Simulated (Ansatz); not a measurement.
`[BH2][Ga]([OH])[F]` + `C=C=N` → `BN=C=C` + `[OH][GaH][F]` at 298.15 K and 1 bar (cleavage of the B–Ga bond).

Program: Ansatz. Geometries: PBE0-D4/def2-TZVP. ΔE: electronic, gas phase. CCSD(T)/CBS adds triple-zeta CCSD(T) − MP2 to the extrapolated MP2 energy (def2 sets, frozen cores). This one scheme is used for every species. For Ga outer-core shells are correlated without core-valence functions, which leaves a few kJ/mol of doubt a bond. Scalar relativity is left out up to krypton. Each species was taken in one conformer, which may not be the lowest.

```
             species  CCSD(T)/CBS energy (Eh)  H − E (kJ/mol)  S (J/(mol·K))
`[BH2][Ga]([OH])[F]`              -2125.54859           112.5          332.9
             `C=C=N`               -132.55079           127.2          249.7
            `BN=C=C`               -157.96924           162.2          277.7
      `[OH][GaH][F]`              -2100.17635            72.9          288.6
```

H − E and S are ideal-gas, rigid-rotor, harmonic terms from PBE0-D4/def2-TZVP, for one conformer and one mirror image of each species. 1 Eh = 2625.50 kJ/mol, R = 8.31446 J/(mol·K).

Q: By hand: ΔE, ΔH, ΔS and ΔG.

A: ΔE = (-157.96924) + (-2100.17635) − (-2125.54859) − (-132.55079) = -0.04621 Eh = -121.3 kJ/mol. Δ(H − E) = 162.2 + 72.9 − 112.5 − 127.2 = -4.6, so ΔH = -125.9 kJ/mol. ΔS = 277.7 + 288.6 − 332.9 − 249.7 = -16.3 J/(mol·K). ΔG = -125.9 − 298.15 × (-16.3)/1000 = -121.0 kJ/mol.

Q: By hand: the equilibrium constant, and the temperature at which ΔG would vanish if ΔH and ΔS stayed fixed.

A: log₁₀ K = −ΔG/(RT ln 10) = 21.2. ΔG = 0 at ΔH/ΔS = 7724 K, far beyond where these terms or the molecules hold.

ΔH outweighs TΔS. A doubt of 5 kJ/mol in ΔE shifts log₁₀ K by 0.9 here. Other conformers and mirror images would add mixing entropy, several J/(mol·K) or more a flexible species. These are equilibria of isolated gas molecules and say nothing of rates. Largest T1 diagnostic: 0.017 (customary marks: 0.02 for closed shells, 0.045 for open ones).
